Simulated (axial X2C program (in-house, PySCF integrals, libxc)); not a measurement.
# Low determinants of WH⁺ at the PBE0 level, without spin–orbit coupling

All values were computed with an axial X2C code built on PySCF integrals. Spin-free means the one-electron spin-free X2C Hamiltonian. Basis: W dyall-cv3z [13s14p9d7f4g], H dyall-v3z [6s2p1d] (cores contracted in-house); Gaussian nuclei, density fitting, unrestricted open shells. Masses: W 183.951 u, H 1.008 u.

Search at 1.690 Å (vertical energies from the lowest determinant):

| ΔE (eV) | state | electrons beyond evenly filled partner blocks | electrons in σ, π, δ, φ |
| --- | --- | --- | --- |
| 0.00 | M_S = 2, Λ = 1 | σα, π+α, δ+α, δ-α | 27 29 14 4 |
| 0.10 | M_S = 2, Λ = 2 | σα, π+α, π-α, δ+α | 27 30 13 4 |
| 0.13 | M_S = 2, Λ = 0 | π+α, π-α, δ+α, δ-α | 26 30 14 4 |
| 1.41 | M_S = 1, Λ = 2 | σβ, π+α, π-α, δ+α | 27 30 13 4 |
| 1.79 | M_S = 1, Λ = 1 | σβ, π+α, δ+α, δ-α | 27 29 14 4 |
| 1.79 | M_S = 1, Λ = 4 | σα, π+α, π+β, δ+α | 27 30 13 4 |
| 2.03 | M_S = 1, Λ = 0 | π+β, π-α, δ+α, δ-α | 26 30 14 4 |

Lowest determinant, M_S = 2, Λ = 1 (beyond evenly filled blocks: σα, π+α, δ+α, δ-α): Re = 1.685 Å, ωe = 2038.4 cm⁻¹.

The determinant in row 2 of the search, M_S = 2, Λ = 2 (beyond evenly filled blocks: σα, π+α, π-α, δ+α), was followed along the bond at PBE0; measured from the minimum of the lowest determinant it gives:

Te = 0.096 eV (778 cm⁻¹), Re = 1.664 Å, ωe = 2058.2 cm⁻¹.

Problem. Compare the bond of the determinant in row 2 with that of the lowest one.

Solution. At PBE0 its Re is 0.021 Å shorter and its force constant, which goes as ωe², is 1.02 times that of the lowest determinant. T0 ≈ Te + Δωe/2 = 778 + (10) = 788 cm⁻¹.

The search compares states at one distance, so a state with another bond length can lie lower; it is not exhaustive and yields mostly the lowest determinant of each block pattern, so other components and higher states of one pattern are missing. These are energies of single determinants, not of spin-adapted states; PBE0 term energies can be off by some tenths of an eV, and the functional has no current term. The lowest determinant need not be the ground state where others lie within half an eV. Spin–orbit coupling is large for these atoms, so the spin-free order is a model.
